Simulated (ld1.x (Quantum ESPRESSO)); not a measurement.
**Varying the TM semilocal potential for Er**

Base potential:

* Element: erbium
* Generator: ld1.x (Quantum ESPRESSO) 7.5
* Type: norm-conserving Troullier–Martins (semilocal form)
* Functional: PBE
* Relativity: scalar-relativistic
* Frozen core: [Kr] 4d10 4f11
* Valence charge: 11
* Reference configuration: 5s2 5p6 5d1 6s0 6p0 (charge +2)
* Partial waves: 5s (bound): rc 2.10 bohr; 5p (bound): rc 2.50 bohr; 5d (bound): rc 2.65 bohr
* Local potential: the d channel
* Core correction: none

All-electron outer shells of the reference configuration (PBE, scalar-relativistic, ld1.x):

```csv
shell,level (eV),outermost node (bohr),outermost maximum (bohr)
5s,-70.36,0.60,1.10
5p,-44.05,0.65,1.26
4f,-23.80,–,0.51
6s,-15.85,1.47,2.91
5d,-15.15,0.72,1.79
6p,-11.12,1.76,3.60
```

Cutoffs, loose and tight: the cutoffs (Ry, on a coarse ladder) from which the occupation-weighted sum of valence levels, in a spherical-Bessel basis at the reference potential, stays within 10 and 1 mRy of its value at 400 Ry. They do not see the model core or the augmentation charge, which bear on the density cutoff. Test errors are all-electron minus pseudo excitation energies from the reference, over the configurations 5s2 5p6 5d1 6s2 6p0; 5s2 5p6 5d1 6s1 6p0; 5s2 5p6 5d0 6s0 6p0; 5s2 5p6 5d1 6s1 6p1; 5s2 5p5 5d1 6s2 6p0; 5s2 5p6 5d1 6s0 6p1; 5s2 5p6 5d1.5 6s1.5 6p0. A dash means not determined; rows that change the core or the reference have their own tests. The largest error is taken over the tests solved by every variant that gives reliable tests at all: 5s2 5p6 5d0 6s0 6p0; 5s2 5p6 5d1 6s0 6p1; 5s2 5p6 5d1 6s1 6p0; 5s2 5p6 5d1 6s2 6p0.

A true bound ghost makes a file unfit for plane-wave use even where its test errors are small: the radial tests pick states by their node count and pass the ghost by. Where a test does run into it, the solver fails or the error is huge.

Cutoffs are not given where the Bessel-basis levels miss the radial ones by over 6 mRy, ghosts where they miss by over 20 mRy; a channel whose overlap is not positive is not tested.

In the semilocal form every listed channel keeps its own potential, so the choice of the local channel does not act on these tests. It acts once the file is put into the separable form.

A semilocal file is local in each channel, so a ghost entry of none says nothing of the separable form that plane-wave codes build from it.

On the changes marked as counting shells twice: ld1.x takes every shell without a wave as core, so the model core holds the marked electrons as well and exchange and correlation see them twice. This cancels in the reference configuration, but the file is broken for other ones, and its errors say nothing about a proper core correction.

```tsv
change	outcome	cutoff, loose	cutoff, tight	bound ghosts	largest test error (meV)
base	generated	21 Ry	45 Ry	none	+2777
functional LDA (PZ)	generated	21 Ry	40 Ry	none	+2854
wave 5d (bound): rc 2.65 bohr becomes 5d (bound): rc 1.60 bohr	generated	21 Ry	45 Ry	none	+2778
core [Kr] 4d10, valence charge 22; reference 4f12 5s2 5p6 5d0 6s2 6p0; waves now 5s (bound): rc 2.00 bohr; 5d (bound): rc 2.45 bohr; 4f (bound): rc 1.35 bohr; 5p (bound): rc 1.95 bohr; local potential the p channel; core correction Bessel-smoothed model core inside 0.85 bohr (6s counted twice)	generated, misses its reference levels by 0.92 eV	230 Ry	over 300 Ry	none	-6215
local potential the p channel	generated	21 Ry	45 Ry	none	+2777
```

Task: What comes out with this change to the base: type PAW, which also changes the form from semilocal to separable; waves now 5s (bound): rcut 1.85, rcutus 2.10 bohr; 6s (bound): rcut 1.85, rcutus 2.10 bohr; 5p (bound): rcut 2.15, rcutus 2.50 bohr; 6p (bound): rcut 2.15, rcutus 2.50 bohr; 5d (bound): rcut 2.30, rcutus 2.65 bohr; 5d channel at 0.55 Ry: rcut 2.30, rcutus 2.65 bohr; local potential all-electron potential smoothed inside 1.70 bohr (lloc = -1); core correction a·sin(br)/r model core, default radius (ld1.x builds one for every PAW set, though the input has nlcc=.false.); augmentation BESSEL, radius 1.55 bohr?

Result: outcome: generated, overlap not positive; bound ghosts: not determined (overlap not positive); largest test error (meV): -60. A file whose overlap is not positive is unfit for use, and its test errors describe a broken file.

Task: What comes out with this change to the base: wave 5s (bound): rc 2.10 bohr becomes 5s (bound): rc 2.70 bohr?

Result: outcome: generated; cutoff, loose: 18 Ry; cutoff, tight: 30 Ry; bound ghosts: s; largest test error (meV): +6819.
